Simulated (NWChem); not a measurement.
Molecule: CaHSF; SMILES [F][Ca][SH]

```xyz
4

Ca     0.2672     0.5908     0.0000
F     -0.3571     2.4444     0.0000
S     -0.2027    -1.9704     0.0000
H      1.1135    -2.2900     0.0000
```
Atoms are numbered in this order, from 1.

Computed with NWChem. Geometry: optimised at PBE0/def2-SVP. Level MN15/def2-SVP: energy and gradient on several grids; changes count from the extra-fine grid, which is no exact limit either.

Problem. Which is the coarsest grid (xfine; xcoarse; fine; coarse; medium) from which on the energy stays within 100 μHa and each gradient component within 200 μHa/bohr of xfine?

Solution. medium.
```json
[
 {"grid": "xcoarse", "size of the energy change (μHa)": "40000", "largest change of a gradient component (μHa/bohr)": "1000"},
 {"grid": "coarse", "size of the energy change (μHa)": "1000", "largest change of a gradient component (μHa/bohr)": "800"},
 {"grid": "medium", "size of the energy change (μHa)": "20", "largest change of a gradient component (μHa/bohr)": "80"},
 {"grid": "fine", "size of the energy change (μHa)": "< 10", "largest change of a gradient component (μHa/bohr)": "< 30"},
 {"grid": "xfine", "size of the energy change (μHa)": "< 10", "largest change of a gradient component (μHa/bohr)": "< 30"}
]
```
